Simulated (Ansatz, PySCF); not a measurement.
This Ansatz (a quantum-chemistry and plane-wave program) input computes a PBE0/def2-TZVPD energy:

Ansatz 0.2 input:
```yaml
crystal:
  periodic: [false, false, false]
  atoms:
    - {symbol: C, position_ang: [0.65621067, -0.39687436, -0.52853236]}
    - {symbol: O, position_ang: [1.45421775, -0.89632698, -1.19815755]}
    - {symbol: C, position_ang: [-0.22869355, 0.23702582, 0.34198040]}
    - {symbol: O, position_ang: [0.27629136, 0.80648481, 1.33365768]}
    - {symbol: C, position_ang: [-1.69940992, 0.18755114, 0.02569503]}
    - {symbol: H, position_ang: [-1.90612884, -0.36571321, -0.89199072]}
    - {symbol: H, position_ang: [-2.22863414, -0.28754463, 0.85369269]}
    - {symbol: H, position_ang: [-2.07795303, 1.20577954, -0.08056141]}
basis:
  gaussian:
    orbitals: def2-TZVPD
hamiltonian:
  xc: {name: PBE0}
magnetization: {spin_polarized: true, initial_magnetization: 1}
output: {forces: true}
```

### Question
Write an input for the same energy in PySCF and say what it gives.

### Answer

```python
from pyscf import gto, scf, dft

mol = gto.M(
    atom='''
    C     0.65621067   -0.39687436   -0.52853236
    O     1.45421775   -0.89632698   -1.19815755
    C    -0.22869355    0.23702582    0.34198040
    O     0.27629136    0.80648481    1.33365768
    C    -1.69940992    0.18755114    0.02569503
    H    -1.90612884   -0.36571321   -0.89199072
    H    -2.22863414   -0.28754463    0.85369269
    H    -2.07795303    1.20577954   -0.08056141
    ''',
    basis='def2-tzvpd',
    charge=0,
    spin=1,
    verbose=4,
)

mf = dft.UKS(mol, xc='pbe0').density_fit(auxbasis='def2-universal-jkfit')
mf.grids.level = 3
mf.conv_tol = 1e-9
mf.max_cycle = 100
mf.max_memory = 1500
mf.kernel()
if not mf.converged:
    mf = mf.newton()
    mf.kernel(mf.make_rdm1())
for _ in range(2):
    mo, _, stable, _ = mf.stability(return_status=True)
    if stable:
        break
    mf.kernel(mf.make_rdm1(mo, mf.mo_occ))
mf.analyze()
```
It gives -266.31584 Eh, and Ansatz -266.31581 Eh, a difference of 0.03 mEh, from the treatment of integrals and grids.

It need not be the lowest isomer of its formula.
